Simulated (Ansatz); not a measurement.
Ideal-gas functions of Ge₂H₆S, SMILES `[GeH3][S][GeH3]` at 600 K and 1 bar, from an Ansatz frequency run at PBE0-D4/def2-TZVP.

Molar mass 183.34 g/mol, point group C2v (symmetry number 2), electronic degeneracy 1, moments of inertia 67.656, 444.936, 499.879 u Å². Harmonic wavenumbers (cm⁻¹, unscaled): 48, 75, 92, 385, 420, 542, 566, 574, 604, 816, 846, 865, 867, 876, 884, 2146, 2148, 2152, 2153, 2177, 2179.

Use S(trans) = R[1.5 ln M + 2.5 ln T − 1.1517]; rotational temperatures θ = 24.2544 K / I; S(rot) = R[ln(√π/σ · √(T³/θAθBθC)) + 1.5]; for each mode x = 1.438777 ν̃/T, S = R[x/(eˣ − 1) − ln(1 − e⁻ˣ)] and H = RT x/(eˣ − 1); 1 cm⁻¹ = 0.0119627 kJ/mol; R = 8.31446 J/(mol·K).

Problem. By hand: the entropy, in J/(mol·K).

Solution. Translation 188.4. Rotation: θ = 0.3585, 0.0545, 0.0485 K, giving 120.2. Vibration, mode by mode: 26.29, 22.59, 20.90, 9.27, 8.60, 6.70, 6.38, 6.28, 5.93, 3.94, 3.73, 3.59, 3.58, 3.52, 3.47, 0.30, 0.30, 0.30, 0.29, 0.28, 0.28, in all 136.5. Electronic 0.0. Sum 445.1 J/(mol·K).

Problem. By hand: H − E and G − E in kJ/mol, counted from the electronic energy.

Solution. Zero-point energy ½ × 21415 × 0.0119627 = 128.1; thermal vibration 38.9; translation, rotation and pV give 4 RT = 20.0. H − E = 187.0 kJ/mol, and G − E = 187.0 − 600 × 445.1/1000 = -80.1 kJ/mol.

Vibration gives 31 % of the entropy, 69.8 J/(mol·K) of it from the modes under 150 cm⁻¹: soft modes count most, and the harmonic formula is weakest for them.
